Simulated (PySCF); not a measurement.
Excitations are Tamm–Dancoff values on a coarser integration grid. The basis has no diffuse functions, so Rydberg states are missing or too high.

## C2HNO, SMILES `N#CC=O` (charge 0, multiplicity 1)

The numbers are results of PBE-D3(BJ)/def2-TZVP // CAM-B3LYP-D3(BJ)/def2-TZVP (PySCF), not measurements.

| Quantity | Value |
|---|---|
| HOMO | -7.45 eV |
| dipole moment | 2.31 D |
| HOMO–LUMO gap | 3.33 eV |
| LUMO | -4.12 eV |
| S1 excitation (TDA) | 3.59 eV |
| S1 oscillator strength | 0.000 |
| T1 excitation (TDA) | 2.94 eV |
| S1–T1 gap (TDA) | 0.66 eV |
| vertical ionisation energy (Delta-SCF) | 11.50 eV |
| total energy | -5621.62 eV |
| cost | around 40 core-seconds (rough) |

```xyz
5

N      2.0090    -0.0232    -0.7404
C      0.8682    -0.0323    -0.6521
C     -0.5939     0.0104    -0.5183
O     -1.2878    -0.9132    -0.8142
H     -0.9857     0.9607    -0.1270
```
